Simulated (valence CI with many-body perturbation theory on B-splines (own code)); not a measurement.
## Level structure of F4+

Computed by relativistic CI+MBPT: three valence electrons over a frozen Dirac-Fock core [He], a basis of 11 s, 11 p, 10 d, 8 f, 5 g, 2 h functions for each j, with the one-electron correlation potential Σ1, the two-electron term Σ2, the three-electron term Σ3, Breit, model QED; selected CI, second order for the rest, scaled by the run's own slope (own B-spline code, finite nucleus).

Set against measurement, 37 paired levels are off by 112 cm⁻¹ on average, the worst by 258. These come from a selection out of Moore, Atomic Energy Levels, vol. I, NSRDS-NBS 35 (1971 reprint of NBS Circular 467, 1949), an old analysis. Levels without a partner in it may be off by more.

Levels 46 to 90 of 185, with energies above the lowest level, 2s²2p ²P°_1/2. "Leading %" is the weight of the configuration and term that name the level; weights of strongly mixed levels are sums over their largest components and can fall short. Lifetimes count E1, E2, E3, M1 and M2 decay at the calculated energies, and are blank where another channel may lead or the interval is too uncertain; long ones can be off by a factor of two.

```csv
No.,Configuration,Term,J,E (cm⁻¹),Leading %,Lifetime,Second component
46,2s2p3d,⁴D°,7/2,697650,97,8.51 ps,
47,2s2p3d,²D°,3/2,699200,97,23.2 ps,
48,2s2p3d,²D°,5/2,699300,97,23.2 ps,
49,2s2p3d,⁴P°,5/2,702530,97,15.5 ps,
50,2s2p3d,⁴P°,3/2,702730,97,15.5 ps,
51,2s2p3d,⁴P°,1/2,702860,98,15.5 ps,
52,2s²4s,²S,1/2,712750,88,59.0 ps,5 % 2p²4s ²S
53,2s2p3s,²P°,3/2,712820,77,22.4 ps,16 % 2s2p3d ²P°
54,2s2p3d,²F°,5/2,712840,98,13.9 ps,
55,2s2p3s,²P°,1/2,712840,79,23.0 ps,14 % 2s2p3d ²P°
56,2s2p3d,²F°,7/2,713310,98,13.8 ps,
57,2s2p3d,²P°,3/2,718480,81,28.9 ps,14 % 2s2p3s ²P°
58,2s2p3d,²P°,1/2,718700,83,27.8 ps,13 % 2s2p3s ²P°
59,2s²4p,²P°,1/2,731150,89,387 ps,6 % 2p²4p ²P°
60,2s²4p,²P°,3/2,731220,89,392 ps,6 % 2p²4p ²P°
61,2s²4d,²D,3/2,743900,92,30.2 ps,6 % 2p²4d ²D
62,2s²4d,²D,5/2,743920,92,30.3 ps,6 % 2p²4d ²D
63,2s²4f,²F°,5/2,746580,87,92.5 ps,7 % 2s2p3d ²F°
64,2s²4f,²F°,7/2,746580,87,93.4 ps,7 % 2s2p3d ²F°
65,2s2p3p,²D,3/2,751540,91,220 ps,4 % 2p²3s ²D
66,2s2p3p,²D,5/2,751590,91,217 ps,4 % 2p²3s ²D
67,2s2p3p,²P,1/2,753640,90,61.7 ps,7 % 2p²3s ²P
68,2s2p3p,²P,3/2,753760,90,61.5 ps,7 % 2p²3s ²P
69,2s2p3p,²S,1/2,760550,82,87.3 ps,4 % 2s²4s ²S
70,2s2p3d,²F°,7/2,783980,80,21.1 ps,6 % 2s²4f ²F°
71,2s2p3d,²F°,5/2,783990,80,20.9 ps,6 % 2s²4f ²F°
72,2p²3s,⁴P,1/2,784010,98,76.0 ps,
73,2p²3s,⁴P,3/2,784280,98,75.8 ps,
74,2p²3s,⁴P,5/2,784690,98,75.6 ps,
75,2s2p3d,²D°,3/2,787840,96,10.7 ps,
76,2s2p3d,²D°,5/2,787900,96,10.7 ps,
77,2s2p3d,²P°,1/2,793450,80,16.2 ps,14 % 2s²5p ²P°
78,2s2p3d,²P°,3/2,793490,80,16.3 ps,14 % 2s²5p ²P°
79,2s²5s,²S,1/2,795150,90,305 ps,6 % 2p²5s ²S
80,2p²3s,²P,1/2,797020,76,40.9 ps,12 % 2s2p4p ²P
81,2p²3s,²P,3/2,797490,76,40.8 ps,12 % 2s2p4p ²P
82,2s²5p,²P°,1/2,803180,76,82.0 ps,14 % 2s2p3d ²P°
83,2s²5p,²P°,3/2,803220,76,82.1 ps,14 % 2s2p3d ²P°
84,2s²5d,²D,3/2,808520,93,59.8 ps,6 % 2p²5d ²D
85,2s²5d,²D,5/2,808530,93,59.9 ps,6 % 2p²5d ²D
86,2s2p4s,⁴P°,1/2,809170,80,54.9 ps,14 % 2p²3p ⁴P°
87,2s2p4s,⁴P°,3/2,809440,83,55.7 ps,15 % 2p²3p ⁴P°
88,2p²3p,²S°,1/2,809660,95,40.8 ps,
89,2s2p4s,⁴P°,5/2,809880,83,55.1 ps,15 % 2p²3p ⁴P°
90,2p²3s,²D,3/2,811100,85,53.3 ps,6 % 2s2p4p ²D
```

Where two levels of one J and parity lie close, their mixing, g and order are uncertain.
